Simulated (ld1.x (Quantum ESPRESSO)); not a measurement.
**Building the TM potential for rhenium (LDA (PZ), fully relativistic).**

ld1.x (Quantum ESPRESSO) 7.5 was run on this input:

```
&input
   title='Re', zed=75., rel=2, dft='PZ', iswitch=3,
   config='[Xe] 4f14 5d5 6s2 6p0', rel_dist='average',
   nld=5, rlderiv=2.25, eminld=-5.0, emaxld=5.0, deld=0.02
 /
 &inputp
   pseudotype=2, tm=.true., lloc=0,
   nlcc=.true.,
   file_pseudopw='Re.UPF', file_wfcaegen='ae.wfc', file_wfcncgen='nc.wfc', file_beta='beta', file_chi='chi'
 /
3
5P  2  1   6.00   0.00  1.80  1.80  0.0
5D  3  2   5.00   0.00  1.55  1.55  0.0
6S  1  0   2.00   0.00  2.05  2.05  0.0
 &test
   configts(1)='5p6 5d5 6s2 6p0'
 /
```

Command:

```bash
ld1.x < Re.in > Re.out
```

Output (shortened: banner, matrices, multipoles, cross overlaps and the repeated all-electron block are left out):

```
Program LD1 v.7.5
     --------------------------- All-electron run ----------------------------

     Re
     dirac relativistic calculation

     atomic number is 75.00
     dft =PZ   lsd =0 sic =0 latt =0  beta=0.20 tr2=1.0E-14
     Exchange-correlation= PZ
                           (   1   1   0   0   0   0   0)
     mesh =1275 r(mesh) = 100.23444 a.u. xmin = -7.00 dx = 0.01250
     1 Ry =  13.60569312 eV, c = 137.03599908

     n l j   nl                  e(Ry)          e(Ha)          e(eV)
     Spin orbit split results
     1 0 0.5 1S 1( 2.00)     -5255.4190     -2627.7095    -71503.6184
     2 0 0.5 2S 1( 2.00)      -910.6401      -455.3201    -12389.8902
     2 1 0.5 2P 1( 2.00)      -871.5528      -435.7764    -11858.0795
     2 1 1.5 2P 1( 4.00)      -765.8411      -382.9205    -10419.7988
     3 0 0.5 3S 1( 2.00)      -210.7796      -105.3898     -2867.8023
     3 1 0.5 3P 1( 2.00)      -193.3106       -96.6553     -2630.1242
     3 1 1.5 3P 1( 4.00)      -170.3594       -85.1797     -2317.8582
     4 0 0.5 4S 1( 2.00)       -43.9351       -21.9675      -597.7671
     4 1 0.5 4P 1( 2.00)       -36.6517       -18.3259      -498.6718
     4 1 1.5 4P 1( 4.00)       -31.2794       -15.6397      -425.5776
     3 2 1.5 3D 1( 4.00)      -140.9473       -70.4737     -1917.6861
     3 2 2.5 3D 1( 6.00)      -135.9617       -67.9809     -1849.8537
     5 0 0.5 5S 1( 2.00)        -6.2698        -3.1349       -85.3046
     5 1 0.5 5P 1( 2.00)        -4.0592        -2.0296       -55.2284
     5 1 1.5 5P 1( 4.00)        -3.2433        -1.6217       -44.1275
     4 2 1.5 4D 1( 4.00)       -19.3063        -9.6532      -262.6760
     4 2 2.5 4D 1( 6.00)       -18.3138        -9.1569      -249.1714
     4 3 2.5 4F 1( 6.00)        -3.2252        -1.6126       -43.8809
     4 3 3.5 4F 1( 8.00)        -3.0403        -1.5201       -41.3650
     5 2 1.5 5D 1( 2.00)        -0.4499        -0.2250        -6.1216
     5 2 2.5 5D 1( 3.00)        -0.3845        -0.1923        -5.2317
     6 0 0.5 6S 1( 2.00)        -0.4532        -0.2266        -6.1663
     6 1 0.5 6P 1( 0.00)        -0.1363        -0.0682        -1.8546
     6 1 1.5 6P 1( 0.00)        -0.0955        -0.0477        -1.2992
     Averaged results
     1 0     1S 1( 2.00)     -5255.4190     -2627.7095    -71503.6184
     2 0     2S 1( 2.00)      -910.6401      -455.3201    -12389.8902
     2 1     2P 1( 6.00)      -801.0783      -400.5392    -10899.2257
     3 0     3S 1( 2.00)      -210.7796      -105.3898     -2867.8023
     3 1     3P 1( 6.00)      -178.0098       -89.0049     -2421.9469
     4 0     4S 1( 2.00)       -43.9351       -21.9675      -597.7671
     4 1     4P 1( 6.00)       -33.0701       -16.5351      -449.9423
     3 2     3D 1(10.00)      -137.9560       -68.9780     -1876.9867
     5 0     5S 1( 2.00)        -6.2698        -3.1349       -85.3046
     5 1     5P 1( 6.00)        -3.5153        -1.7576       -47.8278
     4 2     4D 1(10.00)       -18.7108        -9.3554      -254.5732
     4 3     4F 1(14.00)        -3.1195        -1.5598       -42.4432
     5 2     5D 1( 5.00)        -0.4107        -0.2053        -5.5877
     6 0     6S 1( 2.00)        -0.4532        -0.2266        -6.1663
     6 1     6P 1( 0.00)        -0.1091        -0.0545        -1.4843

     final scf error:  2.2E-15 reached in  35 iterations

     Etot =  -33416.242711 Ry,  -16708.121356 Ha, -454651.143654 eV

     Ekin =   37789.192892 Ry,   18894.596446 Ha,  514148.161856 eV
     Encl =  -83625.564552 Ry,  -41812.782276 Ha,-1137783.768532 eV
     Eh   =   13066.467397 Ry,    6533.233698 Ha,  177778.345600 eV
     Exc  =    -646.338448 Ry,    -323.169224 Ha,   -8793.882579 eV

     normalization and overlap integrals

     s(1S/1S) =  1.000000  <r> =   0.0180  <r2> =    0.0004  r(max) =   0.0112
     s(2S/2S) =  1.000000  <r> =   0.0756  <r2> =    0.0068  r(max) =   0.0644
     s(2P/2P) =  1.000000  <r> =   0.0625  <r2> =    0.0049  r(max) =   0.0483
     s(2P/2P) =  1.000000  <r> =   0.0706  <r2> =    0.0061  r(max) =   0.0547
     s(3S/3S) =  1.000000  <r> =   0.1971  <r2> =    0.0445  r(max) =   0.1818
     s(3P/3P) =  1.000000  <r> =   0.1871  <r2> =    0.0408  r(max) =   0.1708
     s(3P/3P) =  1.000000  <r> =   0.2020  <r2> =    0.0474  r(max) =   0.1841
     s(4S/4S) =  1.000000  <r> =   0.4407  <r2> =    0.2195  r(max) =   0.4148
     s(4P/4P) =  1.000000  <r> =   0.4451  <r2> =    0.2258  r(max) =   0.4148
     s(4P/4P) =  1.000000  <r> =   0.4788  <r2> =    0.2609  r(max) =   0.4415
     s(3D/3D) =  1.000000  <r> =   0.1765  <r2> =    0.0366  r(max) =   0.1451
     s(3D/3D) =  1.000000  <r> =   0.1811  <r2> =    0.0384  r(max) =   0.1488
     s(5S/5S) =  1.000000  <r> =   1.0357  <r2> =    1.2057  r(max) =   0.9347
     s(5P/5P) =  1.000000  <r> =   1.1361  <r2> =    1.4630  r(max) =   1.0075
     s(5P/5P) =  1.000000  <r> =   1.2400  <r2> =    1.7453  r(max) =   1.0860
     s(4D/4D) =  1.000000  <r> =   0.4936  <r2> =    0.2825  r(max) =   0.4361
     s(4D/4D) =  1.000000  <r> =   0.5051  <r2> =    0.2956  r(max) =   0.4471
     s(4F/4F) =  1.000000  <r> =   0.5761  <r2> =    0.4127  r(max) =   0.4148
     s(4F/4F) =  1.000000  <r> =   0.5849  <r2> =    0.4261  r(max) =   0.4200
     s(5D/5D) =  1.000000  <r> =   1.8798  <r2> =    4.2858  r(max) =   1.3945
     s(5D/5D) =  1.000000  <r> =   1.9702  <r2> =    4.7341  r(max) =   1.4478
     s(6S/6S) =  1.000000  <r> =   3.0554  <r2> =   10.6705  r(max) =   2.5409
     s(6P/6P) =  1.000000  <r> =   4.2237  <r2> =   20.9139  r(max) =   3.3452
     s(6P/6P) =  1.000000  <r> =   4.7683  <r2> =   26.7464  r(max) =   3.7435

     ------------------------ End of All-electron run ------------------------

     --------------------- Generating NC pseudopotential ---------------------

      Generating local pot.: lloc=0, matching radius rcloc =   2.0500

      Computing core charge for nlcc:

       r > 0.89 : true rho core
       r < 0.89 : rho core = a sin(br)/r    a=  29.77  b=   2.93

      Integrated core pseudo-charge :  13.17

     Fully relativistic calculation: |psi|^2

     Wfc 5P LC norm =  0.99961829 SC norm =  0.00038151 missing  0.00000020

     Wfc 5P LC norm =  0.99967578 SC norm =  0.00032309 missing  0.00000113

     Wfc 5D LC norm =  0.99985230 SC norm =  0.00014763 missing  0.00000006

     Wfc 5D LC norm =  0.99986453 SC norm =  0.00012738 missing  0.00000809

      Wfc   5P  rcut= 1.791  Using Troullier-Martins method

      Wfc   5P  rcut= 1.791  Using Troullier-Martins method

      Wfc   5D  rcut= 1.541  Using Troullier-Martins method

      Wfc   5D  rcut= 1.541  Using Troullier-Martins method

     ------------------- End of pseudopotential generation -------------------

     Computing logarithmic derivative in   2.25642
     Computing logarithmic derivative in   2.25642
     Computing the partial wave expansion
       no projector for channel:   0
     R is outside the sphere for l=    1 j= 0.50
     R is outside the sphere for l=    1 j= 1.50
     R is outside the sphere for l=    2 j= 1.50
     R is outside the sphere for l=    2 j= 2.50

     ---------------------- Testing the pseudopotential ----------------------

     Re
     dirac relativistic calculation

     atomic number is 75.00   valence charge is 13.00
     dft =PZ   lsd =0 sic =0 latt =0  beta=0.20 tr2=1.0E-14
     mesh =1275 r(mesh) = 100.23444 xmin = -7.00 dx = 0.01250

     n l  j  nl             e AE (Ry)       e PS (Ry)    De AE-PS (Ry)
     2 1 0.5 5P   1( 2.00)       -4.05921       -4.05921       -0.00000
     2 1 1.5 5P   1( 4.00)       -3.24331       -3.24332        0.00001
     3 2 1.5 5D   1( 2.00)       -0.44993       -0.44989       -0.00004
     3 2 2.5 5D   1( 3.00)       -0.38452       -0.38454        0.00001
     1 0 0.5 6S   1( 2.00)       -0.45321       -0.45321       -0.00000
     3 1 0.5 6P   1( 0.00)       -0.13631       -0.09050       -0.04582  !
     3 1 1.5 6P   1( 0.00)       -0.09549       -0.07178       -0.02370  !

     eps = 7.4E-15  iter = 13

     Etot =  -33416.242711 Ry,  -16708.121356 Ha, -454651.143654 eV
     Etotps =  -138.899100 Ry,     -69.449550 Ha,   -1889.818533 eV

     Ekin =      41.716038 Ry,      20.858019 Ha,     567.575616 eV
     Encl =    -157.370944 Ry,     -78.685472 Ha,   -2141.140776 eV
     Ehrt =      89.576233 Ry,      44.788116 Ha,    1218.746736 eV
     Ecxc =     -45.574876 Ry,     -22.787438 Ha,    -620.077783 eV
     (Ecc =     -27.672554 Ry,     -13.836277 Ha,    -376.504276 eV)
     Epseu=     -67.245551 Ry,     -33.622775 Ha,    -914.922326 eV

     ---------------------- End of pseudopotential test ----------------------
```

Generation and configuration tests took about 2.3 s on one core of a shared server CPU.

Transferability test of the new file with ld1.x, input:

```
&input
   title='Re', zed=75., rel=2, dft='PZ', iswitch=2,
   config='[Xe] 4f14 5d5 6s2 6p0', rel_dist='average'
 /
 &test
   file_pseudo='Re.UPF', nconf=8,
   configts(1)='5p6 5d5 6s2 6p0',
   configts(2)='5p6 5d5 6s1 6p0',
   configts(3)='5p6 5d5 6s0 6p0',
   configts(4)='5p6 5d4 6s0 6p0',
   configts(5)='5p6 5d5 6s0 6p2',
   configts(6)='5p6 5d4 6s2 6p0',
   configts(7)='5p6 5d6 6s0 6p0',
   configts(8)='5p6 5d5 6s1.5 6p0'
 /
```

```bash
ld1.x < Re.test.in > Re.test.out
```

Pseudopotential blocks of its output, shortened (energy terms left out):

```
     ---------------------- Testing the pseudopotential ----------------------

     n l  j  nl             e AE (Ry)       e PS (Ry)    De AE-PS (Ry)
     2 1 0.5 5P   1( 2.00)       -4.05921       -4.05921       -0.00000
     2 1 1.5 5P   1( 4.00)       -3.24331       -3.24332        0.00001
     3 2 1.5 5D   1( 2.00)       -0.44993       -0.44989       -0.00004
     3 2 2.5 5D   1( 3.00)       -0.38452       -0.38454        0.00001
     1 0 0.5 6S   1( 2.00)       -0.45321       -0.45321       -0.00000
     3 1 0.5 6P   1( 0.00)       -0.13631       -0.09050       -0.04582  !
     3 1 1.5 6P   1( 0.00)       -0.09549       -0.07178       -0.02370  !

     eps = 6.2E-15  iter = 15

     Etot =  -33416.242711 Ry,  -16708.121356 Ha, -454651.143655 eV
     Etotps =  -138.899100 Ry,     -69.449550 Ha,   -1889.818528 eV

     ---------------------- End of pseudopotential test ----------------------

          ---------------------- Testing the pseudopotential ----------------------

     n l  j  nl             e AE (Ry)       e PS (Ry)    De AE-PS (Ry)
     2 1 0.5 5P   1( 2.00)       -4.63592       -4.63131       -0.00461
     2 1 1.5 5P   1( 4.00)       -3.82050       -3.81684       -0.00365
     3 2 1.5 5D   1( 2.00)       -1.01249       -1.01141       -0.00108
     3 2 2.5 5D   1( 3.00)       -0.94377       -0.94291       -0.00086
     1 0 0.5 6S   1( 1.00)       -0.95548       -0.95595        0.00047
     3 1 0.5 6P   1( 0.00)       -0.57599       -0.49633       -0.07966  !
     3 1 1.5 6P   1( 0.00)       -0.50885       -0.46239       -0.04646  !

     eps = 9.6E-15  iter = 10

     Etot =  -33415.542976 Ry,  -16707.771488 Ha, -454641.623269 eV
     Etotps =  -138.199179 Ry,     -69.099590 Ha,   -1880.295624 eV
     dEtot_ae =       0.699735 Ry
     dEtot_ps =       0.699921 Ry,   Delta E=      -0.000185 Ry

     ---------------------- End of pseudopotential test ----------------------

          ---------------------- Testing the pseudopotential ----------------------

     n l  j  nl             e AE (Ry)       e PS (Ry)    De AE-PS (Ry)
     2 1 0.5 5P   1( 2.00)       -5.28842       -5.28128       -0.00715  !
     2 1 1.5 5P   1( 4.00)       -4.47230       -4.46700       -0.00530  !
     3 2 1.5 5D   1( 2.00)       -1.64028       -1.63956       -0.00072
     3 2 2.5 5D   1( 3.00)       -1.56755       -1.56716       -0.00039
     1 0 0.5 6S   1( 0.00)       -1.50180       -1.50407        0.00226
     3 1 0.5 6P   1( 0.00)       -1.06510       -0.94962       -0.11549  !
     3 1 1.5 6P   1( 0.00)       -0.97292       -0.90178       -0.07115  !

     eps = 1.8E-16  iter =  9

     Etot =  -33414.317021 Ry,  -16707.158511 Ha, -454624.943307 eV
     Etotps =  -136.972063 Ry,     -68.486032 Ha,   -1863.599856 eV
     dEtot_ae =       1.925690 Ry
     dEtot_ps =       1.927037 Ry,   Delta E=      -0.001347 Ry

     ---------------------- End of pseudopotential test ----------------------

          ---------------------- Testing the pseudopotential ----------------------

     n l  j  nl             e AE (Ry)       e PS (Ry)    De AE-PS (Ry)
     2 1 0.5 5P   1( 2.00)       -6.24234       -6.25205        0.00971  !
     2 1 1.5 5P   1( 4.00)       -5.41374       -5.42309        0.00935  !
     3 2 1.5 5D   1( 1.60)       -2.50117       -2.50741        0.00624  !
     3 2 2.5 5D   1( 2.40)       -2.41908       -2.42510        0.00601  !
     1 0 0.5 6S   1( 0.00)       -2.18687       -2.19492        0.00804  !
     3 1 0.5 6P   1( 0.00)       -1.67863       -1.50566       -0.17297  !
     3 1 1.5 6P   1( 0.00)       -1.55475       -1.44261       -0.11214  !

     eps = 6.4E-15  iter =  7

     Etot =  -33412.300427 Ry,  -16706.150214 Ha, -454597.506147 eV
     Etotps =  -134.952956 Ry,     -67.476478 Ha,   -1836.128500 eV
     dEtot_ae =       3.942284 Ry
     dEtot_ps =       3.946144 Ry,   Delta E=      -0.003860 Ry

     ---------------------- End of pseudopotential test ----------------------

          ---------------------- Testing the pseudopotential ----------------------

     n l  j  nl             e AE (Ry)       e PS (Ry)    De AE-PS (Ry)
     2 1 0.5 5P   1( 2.00)       -4.29016       -4.35551        0.06536  !
     2 1 1.5 5P   1( 4.00)       -3.47380       -3.54013        0.06633  !
     3 2 1.5 5D   1( 2.00)       -0.65945       -0.72250        0.06305  !
     3 2 2.5 5D   1( 3.00)       -0.59045       -0.65273        0.06227  !
     1 0 0.5 6S   1( 0.00)       -0.60460       -0.65147        0.04686  !
     3 1 0.5 6P   1( 0.67)       -0.25237       -0.22075       -0.03162  !
     3 1 1.5 6P   1( 1.33)       -0.19953       -0.19420       -0.00533  !

     eps = 5.1E-15  iter = 15

     Etot =  -33415.511835 Ry,  -16707.755917 Ha, -454641.199574 eV
     Etotps =  -138.077894 Ry,     -69.038947 Ha,   -1878.645457 eV
     dEtot_ae =       0.730876 Ry
     dEtot_ps =       0.821206 Ry,   Delta E=      -0.090329 Ry

     ---------------------- End of pseudopotential test ----------------------

          ---------------------- Testing the pseudopotential ----------------------

     n l  j  nl             e AE (Ry)       e PS (Ry)    De AE-PS (Ry)
     2 1 0.5 5P   1( 2.00)       -4.83436       -4.83954        0.00519  !
     2 1 1.5 5P   1( 4.00)       -4.01038       -4.01446        0.00408
     3 2 1.5 5D   1( 1.60)       -1.15425       -1.15468        0.00043
     3 2 2.5 5D   1( 2.40)       -1.08028       -1.08051        0.00024
     1 0 0.5 6S   1( 2.00)       -1.02493       -1.02391       -0.00102
     3 1 0.5 6P   1( 0.00)       -0.62386       -0.53040       -0.09347  !
     3 1 1.5 6P   1( 0.00)       -0.54955       -0.49390       -0.05564  !

     eps = 3.0E-15  iter = 10

     Etot =  -33415.493432 Ry,  -16707.746716 Ha, -454640.949194 eV
     Etotps =  -138.149478 Ry,     -69.074739 Ha,   -1879.619397 eV
     dEtot_ae =       0.749279 Ry
     dEtot_ps =       0.749622 Ry,   Delta E=      -0.000343 Ry

     ---------------------- End of pseudopotential test ----------------------

          ---------------------- Testing the pseudopotential ----------------------

     n l  j  nl             e AE (Ry)       e PS (Ry)    De AE-PS (Ry)
     2 1 0.5 5P   1( 2.00)       -4.45491       -4.43813       -0.01679  !
     2 1 1.5 5P   1( 4.00)       -3.64681       -3.63333       -0.01347  !
     3 2 1.5 5D   1( 2.40)       -0.88375       -0.88003       -0.00372
     3 2 2.5 5D   1( 3.60)       -0.81996       -0.81696       -0.00300
     1 0 0.5 6S   1( 0.00)       -0.88895       -0.89115        0.00220
     3 1 0.5 6P   1( 0.00)       -0.52875       -0.46070       -0.06805  !
     3 1 1.5 6P   1( 0.00)       -0.46785       -0.42914       -0.03871  !

     eps = 2.2E-15  iter = 12

     Etot =  -33415.528264 Ry,  -16707.764132 Ha, -454641.423102 eV
     Etotps =  -138.181055 Ry,     -69.090527 Ha,   -1880.049027 eV
     dEtot_ae =       0.714447 Ry
     dEtot_ps =       0.718045 Ry,   Delta E=      -0.003598 Ry

     ---------------------- End of pseudopotential test ----------------------

          ---------------------- Testing the pseudopotential ----------------------

     n l  j  nl             e AE (Ry)       e PS (Ry)    De AE-PS (Ry)
     2 1 0.5 5P   1( 2.00)       -4.33682       -4.33446       -0.00236
     2 1 1.5 5P   1( 4.00)       -3.52130       -3.51941       -0.00189
     3 2 1.5 5D   1( 2.00)       -0.72180       -0.72119       -0.00061
     3 2 2.5 5D   1( 3.00)       -0.65482       -0.65435       -0.00047
     1 0 0.5 6S   1( 1.50)       -0.69743       -0.69760        0.00017
     3 1 0.5 6P   1( 0.00)       -0.34777       -0.28484       -0.06294  !
     3 1 1.5 6P   1( 0.00)       -0.29326       -0.25813       -0.03513  !

     eps = 3.2E-15  iter = 11

     Etot =  -33415.955692 Ry,  -16707.977846 Ha, -454647.238557 eV
     Etotps =  -138.612043 Ry,     -69.306022 Ha,   -1885.912924 eV
     dEtot_ae =       0.287019 Ry
     dEtot_ps =       0.287057 Ry,   Delta E=      -0.000037 Ry

     ---------------------- End of pseudopotential test ----------------------
```
